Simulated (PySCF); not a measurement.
Se(F)(SMe) (CH3FSSe), SMILES CS[Se]F. Coordinates come from a PBE0-D3(BJ)/def2-SVP optimisation. The values are those of a single conformer.

The numbers are results of PBE0-D3(BJ)/def2-SVP run with PySCF, not measurements.

Harmonic wavenumbers (cm⁻¹): 115, 124, 208, 236, 434, 638, 709, 956, 961, 1318, 1431, 1446, 3069, 3187, 3206. Rotational constants (GHz): 6.947, 2.181, 1.981; symmetry number 1.

Problem. Work out the zero-point energy and the ideal-gas rigid-rotor harmonic-oscillator thermochemistry at 298.15 K and 1 atm.

Solution. ZPE = ½ Σ hcν = ½ × 18036 cm⁻¹ = 107.88 kJ/mol. H − E(el) = 125.91 kJ/mol. Entropy in J/(mol K): translation 170.82, rotation 112.02, vibration 49.92, total 332.76. G − E(el) = 26.69 kJ/mol. Cp = 82.71 J/(mol K). Modes under 150 cm⁻¹ make the vibrational entropy uncertain.
